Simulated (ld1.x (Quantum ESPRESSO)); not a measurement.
**What the settings do to the RRKJ potential of Ga**

Base potential:

gallium (Ga), norm-conserving RRKJ (Kleinman–Bylander form), made with ld1.x (Quantum ESPRESSO) 7.5 (PBE, scalar-relativistic). Core [Ar] 3d10, reference 4s2 4p0.5 (charge +0.5). Waves: 4p (bound): rc 2.60 bohr; 4s (bound): rc 1.90 bohr. Local part: the s channel. Core correction: Bessel-smoothed model core inside 1.30 bohr.

Cutoffs, loose and tight: the cutoffs (Ry, on a coarse ladder) from which the occupation-weighted sum of valence levels, in a spherical-Bessel basis at the reference potential, stays within 10 and 1 mRy of its value at 400 Ry. They do not see the model core or the augmentation charge, which bear on the density cutoff. Test errors are all-electron minus pseudo excitation energies from the reference, over the configurations 4s2 4p1; 4s2 4p0; 4s1 4p0; 4s0 4p3; 4s2 4p1.3; 4s1 4p1; 4s1 4p2. A dash means not determined; rows that change the core or the reference have their own tests.

| change | outcome | cutoff, loose | cutoff, tight | bound ghosts | largest test error (meV) |
| --- | --- | --- | --- | --- | --- |
| base | generated | 15 Ry | 35 Ry | none | -148 |
| core correction Bessel-smoothed model core inside 0.76 bohr | generated | 15 Ry | 35 Ry | none | -148 |
| core correction Bessel-smoothed model core inside 1.04 bohr | generated | 15 Ry | 35 Ry | none | -148 |
| core correction Bessel-smoothed model core inside 1.16 bohr | generated | 15 Ry | 35 Ry | none | -148 |
| core correction Bessel-smoothed model core inside 1.38 bohr | generated | 15 Ry | 35 Ry | none | -147 |
| core correction Bessel-smoothed model core inside 1.68 bohr | generated | 15 Ry | 35 Ry | none | -141 |
| core correction Bessel-smoothed model core inside 1.84 bohr | generated | 15 Ry | 35 Ry | none | -136 |
| core correction Bessel-smoothed model core inside 2.04 bohr | generated | 15 Ry | 35 Ry | none | -129 |
| core correction Bessel-smoothed model core inside 2.32 bohr | generated | 15 Ry | 35 Ry | none | -122 |

(1) What comes out with this change to the base: core correction none?

## Answers

(1) outcome: generated; cutoff, loose: 15 Ry; cutoff, tight: 35 Ry; bound ghosts: none; largest test error (meV): +109.
